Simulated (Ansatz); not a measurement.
A trace of molecular dynamics of F3H4Si2 (9 atoms, charge 0, multiplicity 2).

Theory: UHF/def2-SVP (Ansatz 0.2.0).

```yaml
ensemble: NVE (velocity Verlet)
starting_velocities_drawn_for: 100 K
seed: 10547
```

```csv
time (fs),T (K),potential energy less start (eV),conserved less start (meV/atom)
0,100,0.000,0.00
4,51,0.045,0.06
8,153,-0.047,0.05
12,572,-0.427,0.05
16,1298,-1.084,-0.03
20,1689,-1.438,-0.07
24,1620,-1.375,0.07
28,2070,-1.783,-0.02
32,2596,-2.259,-0.06
36,2582,-2.247,-0.08
40,1960,-1.682,0.02
44,1501,-1.267,0.04
48,1619,-1.374,0.04
52,2161,-1.866,-0.06
56,2313,-2.003,-0.10
60,1889,-1.619,0.04
64,1937,-1.661,0.04
68,2497,-2.170,-0.05
72,2714,-2.366,-0.08
76,2380,-2.063,0.01
80,2046,-1.761,0.02
84,1992,-1.712,0.04
88,2281,-1.973,0.00
92,2541,-2.209,-0.05
96,2337,-2.024,-0.03
100,1812,-1.549,0.01
```

**Question.** Can this run be trusted? Judge the integration.

**Answer.** The conserved energy stayed within 0.097 meV per atom of its start (net change 0.0091 meV per atom), so the integration is sound. The kinetic energy rose, since the run started high on the potential surface and went downhill. It ends in pieces (F3HSi + H3Si), so much of that is their flight and rotation, not heat. A run of 0.1 ps of so small a system gives no equilibrium averages. The time step was 0.5 fs.

Time of the run: 7.8 min on 2 threads of Intel(R) Xeon(R) Platinum 8259CL CPU @ 2.50GHz (Skylake/Cascade Lake) (shared host), peak memory 0.27 GiB.
